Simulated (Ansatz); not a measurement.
Calculated with Ansatz (gas phase, PBE0-D4/def2-TZVP geometries, no zero-point term in ΔE). CCSD(T)/CBS adds triple-zeta CCSD(T) − MP2 to the extrapolated MP2 energy (def2 sets, frozen cores). This one scheme is used for every species. Functionals use def2-TZVPP. For Ge outer-core shells are correlated without core-valence functions, which leaves a few kJ/mol of doubt a bond. Scalar relativity is left out up to krypton. Each species was taken in one conformer, which may not be the lowest.

Consider the ligand exchange at a Ge–O bond: `[BH2][GeH2][OH]` + CH₃OH → `[BH2][GeH2][O]C` + H₂O.

```
             level  ΔE (kJ/mol)  difference from CCSD(T)/CBS
            PBE-D4         -3.5                          3.2
         r2SCAN-D4         -3.3                          3.4
           PBE0-D4         -3.0                          3.7
            B2PLYP         -1.9                          4.8
     HF/def2-TZVPP          2.9                          9.6
    MP2/def2-TZVPP         -6.6                          0.1
   CCSD/def2-TZVPP         -3.9                          2.8
CCSD(T)/def2-TZVPP         -5.3                          1.4
    MP2/def2-QZVPP         -7.5                         -0.8
SCS-MP2/def2-QZVPP         -5.0                          1.7
       CCSD(T)/CBS         -6.7                            0
```

Largest T1 diagnostic among the species: 0.012.

The D4 term adds −4.9 kJ/mol with B3LYP and −2.8 kJ/mol with PBE0; it sums over pairs of atoms, weighted by their polarisabilities, and B3LYP, whose exchange is more repulsive, gets the larger term. In def2-TZVPP, CCSD(T) changes the Hartree–Fock value by −8.2 kJ/mol (the triples alone add −1.4 kJ/mol) and MP2 by −9.5 kJ/mol.

B3LYP here is the variant with VWN-RPA as its local correlation; programs differ in this.
